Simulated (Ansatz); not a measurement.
`B/C=C/[SiH3]` + `C#C[SiH2]O` → `BO[SiH2]C#C` + `C=C[SiH3]` at 500 K and 1 bar (ligand exchange at a B–C bond).

Gas-phase electronic energies from Ansatz, PBE0-D4/def2-TZVP geometries. CCSD(T)/CBS adds triple-zeta CCSD(T) − MP2 to the extrapolated MP2 energy (def2 sets, frozen cores). One conformer a species, not always the lowest.

```
       species  CCSD(T)/CBS energy (Eh)  H − E (kJ/mol)  S (J/(mol·K))
`B/C=C/[SiH3]`               -394.14024           248.6          386.1
  `C#C[SiH2]O`               -442.75166           170.6          362.2
 `BO[SiH2]C#C`               -468.17507           210.4          408.7
   `C=C[SiH3]`               -368.76077           209.7          334.4
```

H − E and S are ideal-gas, rigid-rotor, harmonic terms from PBE0-D4/def2-TZVP, for one conformer and one mirror image of each species. 1 Eh = 2625.50 kJ/mol, R = 8.31446 J/(mol·K).

**Question.** By hand: ΔE, ΔH, ΔS and ΔG.

**Answer.** ΔE = (-468.17507) + (-368.76077) − (-394.14024) − (-442.75166) = -0.04394 Eh = -115.4 kJ/mol. Δ(H − E) = 210.4 + 209.7 − 248.6 − 170.6 = 0.9, so ΔH = -114.5 kJ/mol. ΔS = 408.7 + 334.4 − 386.1 − 362.2 = -5.2 J/(mol·K). ΔG = -114.5 − 500 × (-5.2)/1000 = -111.9 kJ/mol.

**Question.** By hand: the equilibrium constant, and the temperature at which ΔG would vanish if ΔH and ΔS stayed fixed.

**Answer.** log₁₀ K = −ΔG/(RT ln 10) = 11.7. ΔG = 0 at ΔH/ΔS = 22019 K, far beyond where these terms or the molecules hold.

The number of gas molecules stays the same, so ΔS is small and ΔH decides. A doubt of 5 kJ/mol in ΔE shifts log₁₀ K by 0.5 here. Other conformers and mirror images would add mixing entropy, several J/(mol·K) or more a flexible species. Modes under 60 cm⁻¹, often nearly free rotors, make the harmonic entropy too high. These are equilibria of isolated gas molecules and say nothing of rates. Largest T1 diagnostic: 0.014 (customary marks: 0.02 for closed shells, 0.045 for open ones).
